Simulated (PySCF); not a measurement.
# One molecule, several mistakes: BCClGeH5 cation

These are calculations, not measurements. They come from PySCF 2.14.0, an open-source quantum chemistry program, on an isolated molecule that a program drew, which may never have been made. The molecule is BCClGeH5 cation (charge +1, singlet), drawn as the SMILES string `C[B](Cl)[GeH2+]`.

Each row is a Hartree-Fock (HF) and frozen-core CCSD(T) single point in the cc-pV(D+d)Z basis, meant for a local HF minimum. Run 1 is clean. Each other run has one planted mistake out of seven kinds, and not every kind appears here: one electron removed, one electron added, multiplicity raised by two, geometry at a saddle point, minimal basis STO-3G, one bond length entered in bohr, all coordinates scaled. The reference is restricted for singlets and unrestricted otherwise, and also for a bond in bohr. Adding or removing an electron swaps singlet and doublet. Electrons count all cores. HOMO and LUMO are orbital energies over both spins, the gradient is its largest component, and the lowest frequency (negative if imaginary) is given only where the gradient is small. Bond lengths are over the 8 bonds as drawn. T1 is the CCSD diagnostic: over 0.02 (restricted) or 0.045 (unrestricted) a single reference is doubtful. Germanium has the cc-pVDZ-PP basis, with a core potential (ECP10MDF) in place of its 10 inner electrons, and its 3s, 3p and 3d shells are frozen in CCSD(T).

Geometry of the clean run:
```xyz
9
BCClGeH5 cation, angstrom
C    -0.9533   -0.6358   -1.1293
B    -0.1724    0.3970   -0.2793
Cl    0.9094    0.0911    1.0445
Ge   -0.2492    2.4942   -0.5729
H    -0.8063   -1.6556   -0.7733
H    -0.6240   -0.5790   -2.1741
H    -2.0252   -0.4093   -1.1293
H     0.7430    3.2553   -1.4365
H    -1.1980    3.4098    0.1828
```

| run | electrons | basis functions | <S^2> | HOMO (eV) | LUMO (eV) | gradient (hartree/bohr) | lowest frequency (cm^-1) | mean bond (Å) | longest bond (Å) | T1 | HF (hartree) | CCSD(T) (hartree) | mistake |
|---|---|---|---|---|---|---|---|---|---|---|---|---|---|
| 1 | 64 | 99 | 0.000 | -16.14 | -5.61 | 6.0e-06 | 33 | 1.4658 | 2.119 | 0.0146 | -818.10910 | -818.61294 | no fault |
| 2 | 64 | 99 | 0.000 | -16.19 | -5.55 | 3.6e-02 | - | 1.4087 | 2.036 | 0.0140 | -818.09560 | -818.59574 | all coordinates scaled |
| 3 | 64 | 99 | 2.018 | -13.22 | -8.29 | 7.0e-02 | - | 1.4658 | 2.119 | 0.0215 | -817.99671 | -818.50397 | multiplicity raised by two |
| 4 | 64 | 99 | 0.716 | -16.15 | -5.58 | 2.3e-02 | - | 1.5877 | 2.119 | 0.0552 | -817.98288 | -818.48362 | one bond length entered in bohr |
| 5 | 65 | 99 | 0.767 | -7.13 | 1.89 | 3.5e-02 | - | 1.4658 | 2.119 | 0.0131 | -818.34258 | -818.85925 | ? |
| 6 | 63 | 99 | 0.777 | -23.05 | -13.87 | 3.4e-02 | - | 1.4658 | 2.119 | 0.0365 | -817.55523 | -818.04766 | ? |

**Which mistake was planted in run 5, and what did it cost?**

It counts 65 electrons, one more than the clean run, at the same geometry and basis. So the mistake is: one electron added. Subtracting run 1 and multiplying by 627.51 kcal/mol a hartree, the energy moved by -146.5 kcal/mol in HF and -154.6 kcal/mol in CCSD(T).

**Which mistake was planted in run 6, and what did it cost?**

It counts 63 electrons, one fewer than the clean run, at the same geometry and basis. So the mistake is: one electron removed. Subtracting run 1 and multiplying by 627.51 kcal/mol a hartree, the energy moved by 347.6 kcal/mol in HF and 354.7 kcal/mol in CCSD(T).

Cautions from the logs. Run 4: T1 is over the limit, so its CCSD(T) energy is less reliable.
